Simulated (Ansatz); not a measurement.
A structure drawn as `[GeH3][S]S[AsH2]`, with this starting geometry:

Cartesian coordinates in Å:
```
Ge -0.571 -0.684 -1.615
S -0.261 1.319 -0.807
S 1.382 0.614 0.328
As 0.176 0.305 2.127
H -0.916 -1.708 -0.498
H -1.847 -0.644 -2.625
H 0.648 -1.158 -2.428
H 1.399 0.120 3.047
H -0.010 1.835 2.472
```

The species carries charge 0 and has multiplicity 1.

Question: Relax it with Ansatz at PBE-D4/def2-SVP and then PBE0-D4/def2-TZVP. Is the drawn bonding still there?

Answer: Yes, every drawn bond is still there and no new one forms.

Question: Give the relaxed structure. (Estimate.)

Answer: The calculation gave: 
Z-matrix (Å, degrees):
```
Ge
S 1 2.232
H 1 1.536 2 108.1
H 1 1.537 2 106.6 3 119.5
H 1 1.534 2 108.9 3 -120.2
S 2 2.060 1 98.8 3 59.7
As 6 2.254 2 101.3 1 -86.6
H 7 1.525 6 93.5 2 152.4
H 7 1.526 6 96.2 2 -115.5
```
All modes are real.

Atoms count as bonded under 1.1 times the sum of their covalent radii (H–H under 0.85 Å, pairs among N, O and F under 1.55 Å), and a drawn bond as lost past 1.3 times.
